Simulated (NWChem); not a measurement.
System: C$_{3}$H$_{3}$N$_{2}$, doublet; SMILES [c]1cnc[nH]1

Output (shortened):

```
             Northwest Computational Chemistry Package (NWChem) 7.3.0
             --------------------------------------------------------

 CS  symmetry detected

                             Geometry "geometry" -> ""
                             -------------------------

 Output coordinates in angstroms (scale by  1.889725989 to convert to a.u.)

  No.       Tag          Charge          X              Y              Z
 ---- ---------------- ---------- -------------- -------------- --------------
    1 C                    6.0000    -1.19900731     0.00206457     0.00000000
    2 C                    6.0000    -0.43015505    -1.14467098     0.00000000
    3 N                    7.0000     0.89393073    -0.75188082     0.00000000
    4 C                    6.0000     0.92034195     0.57589009     0.00000000
    5 N                    7.0000    -0.35123942     1.08494275     0.00000000
    6 H                    1.0000    -0.73711891    -2.19557100     0.00000000
    7 H                    1.0000     1.82439745     1.19839247     0.00000000
    8 H                    1.0000    -0.63319520     2.06604292     0.00000000

 Effective nuclear repulsion energy (a.u.)     153.5983391856

      Symmetry information
      --------------------

 Group name             Cs
 Group number              2
 Group order               2
 No. of unique centers     8

                                 NWChem DFT Module
                                 -----------------

 Summary of "ao basis" -> "ao basis" (spherical)
 ------------------------------------------------------------------------------
       Tag                 Description            Shells   Functions and Types
 ---------------- ------------------------------  ------  ---------------------
 C                          def2-svp                 6       14   3s2p1d
 N                          def2-svp                 6       14   3s2p1d
 H                          def2-svp                 3        5   2s1p

      Symmetry analysis of basis
      --------------------------

        a'         62
        a"         23

            General Information
            -------------------
          SCF calculation type: DFT
          Wavefunction type:  spin polarized.
          No. of atoms     :     8
          No. of electrons :    35
           Alpha electrons :    18
            Beta electrons :    17
          Charge           :     0
          Spin multiplicity:     2
          Use of symmetry is: on ; symmetry adaption is: on
          Maximum number of iterations: 150
          AO basis - number of functions:    85
                     number of shells:    39
          Convergence on energy requested:  1.00D-06
          Convergence on density requested:  1.00D-05
          Convergence on gradient requested:  5.00D-04

              XC Information
              --------------
                        Slater Exchange Functional  1.052 local
                      OPTX     Exchange Functional  1.432 non-local
              Lee-Yang-Parr Correlation Functional  1.000

             Grid Information
             ----------------
          Grid used for XC integration:  medium
          Radial quadrature: Mura-Knowles
          Angular quadrature: Lebedev.
          Tag              B.-S. Rad. Rad. Pts. Rad. Cut. Ang. Pts.
          ---              ---------- --------- --------- ---------
          C                   0.70       49          10.0       434
          N                   0.65       49          10.0       434
          H                   0.35       45          11.0       434
          Grid pruning is: on
          Number of quadrature shells:   380
          Spatial weights used:  Erf1

      Superposition of Atomic Density Guess
      -------------------------------------

 Sum of atomic energies:        -222.86063180

      Non-variational initial energy
      ------------------------------

 Total energy =    -225.941253
 1-e energy   =    -604.657418
 2-e energy   =     225.117826
 HOMO         =      -0.212787
 LUMO         =       0.055187

   Symmetry analysis of molecular orbitals - initial alpha
   -------------------------------------------------------

  Numbering of irreducible representations:

     1 a'          2 a"

  Orbital symmetries:

     1 a'          2 a'          3 a'          4 a'          5 a'
     6 a'          7 a'          8 a'          9 a'         10 a'
    11 a'         12 a"         13 a'         14 a'         15 a'
    16 a"         17 a"         18 a'         19 a"         20 a"
    21 a'         22 a'         23 a'         24 a'         25 a'
    26 a'         27 a'         28 a'

   Symmetry analysis of molecular orbitals - initial beta
   ------------------------------------------------------

  Numbering of irreducible representations:

     1 a'          2 a"

  Orbital symmetries:

     1 a'          2 a'          3 a'          4 a'          5 a'
     6 a'          7 a'          8 a'          9 a'         10 a'
    11 a'         12 a"         13 a'         14 a'         15 a'
    16 a"         17 a"         18 a'         19 a"         20 a"
    21 a'         22 a'         23 a'         24 a'         25 a'
    26 a'         27 a'         28 a'

     ---------------------------------------------
      Total Density - Mulliken Population Analysis
     ---------------------------------------------

    Atom       Charge   Shell Charges
 -----------   ------   -------------------------------------------------------
    1 C    6     5.89   1.99  1.01  0.41  1.65  0.77  0.05
    2 C    6     6.11   1.99  0.96  0.29  1.93  0.88  0.05
    3 N    7     7.57   1.99  1.09  0.55  2.39  1.52  0.03
    4 C    6     5.65   1.99  0.94  0.24  1.76  0.66  0.07
    5 N    7     7.23   1.99  1.00  0.42  2.37  1.43  0.02
    6 H    1     0.90   0.67  0.21  0.02
    7 H    1     0.91   0.66  0.22  0.02
    8 H    1     0.75   0.59  0.12  0.04

[...]
```

Level: OLYP/def2-SVP, spin-unrestricted. In the optimisation the excess spin sits in a' (Cs, its own frame). The geometry was optimised at PBE-D3(BJ)/def2-SVP, spin-unrestricted. No stability test was run on the SCF state.

### Question
Write an input that gives this output.

### Answer
This is not unique; one that fits is the input that was run:
```
start job
memory heap 200 mb stack 900 mb global 1100 mb
geometry units angstroms noautoz
  C     -1.197609    -0.022473     0.000000
  C     -0.408327    -1.155244     0.000000
  N      0.908506    -0.738785     0.000000
  C      0.911115     0.589246     0.000000
  N     -0.369386     1.075426     0.000000
  H     -0.696406    -2.211477     0.000000
  H      1.803868     1.227852     0.000000
  H     -0.668881     2.051315     0.000000
end
basis spherical
  * library def2-svp
end
dft
  odft
  mult 2
  xc optx lyp
  iterations 150
  mulliken
end
task dft energy
```
